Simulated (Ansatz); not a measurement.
SnH4 (SMILES [H][Sn]([H])([H])[H]): the electronic atomisation energy, rung by rung

The species is SnH4 (5 atoms), meant as a singlet with charge 0. SMILES: `[H][Sn]([H])([H])[H]`. Geometry: a GFN2-xTB relaxation, a rough one for these elements and not checked as a minimum.

Quantity: the electronic atomisation energy, in eV. The values are calculated. Electronic energies at fixed atoms, without zero-point motion or spin-orbit coupling.

| level | kind | program | value (eV) | less FCI/STO-3G | CPU time (all runs) |
| --- | --- | --- | --- | --- | --- |
| HF/STO-3G | Hartree–Fock | Ansatz | 14.87 | -1.30 | 0.59 s |
| BLYP/STO-3G | GGA | Ansatz | 18.51 | +2.34 | 3.2 s |
| PBE/STO-3G | GGA | Ansatz | 18.21 | +2.04 | 3.2 s |
| r2SCAN/STO-3G | meta-GGA | Ansatz | 18.38 | +2.21 | 12 s |
| BHLYP/STO-3G | global hybrid | Ansatz | 18.13 | +1.96 | 2.5 s |
| HSE06/STO-3G | range-separated hybrid | Ansatz | 17.94 | +1.77 | 3.9 s |
| B2PLYP/STO-3G | double hybrid | Ansatz | 17.61 | +1.44 | 3.5 s |
| BCCD(T)/STO-3G | coupled cluster or CI | Ansatz | 16.17 | 0.00 | 0.82 s |
| CCSD/STO-3G | coupled cluster or CI | Ansatz | 16.16 | -0.01 | 0.78 s |
| FCI/STO-3G | exact in the basis | Ansatz | 16.17 | 0.00 | 1.8 s |

FCI/STO-3G is exact within its basis and frozen core, so for wave-function methods in that basis the difference is their error; functionals converge differently with the basis, so for them it is only a difference. All-electron rows without a relativistic Hamiltonian named are non-relativistic. The values span 14.87 to 18.51 eV. All rows use very small basis sets, so even the best lies far from the true value. In the correlated wave-function rows the outer d shell of Sn is correlated, in sets not made for it. CPU times are rough (shared hosts, several kinds of processor): they show what a rung costs within a factor of a few.
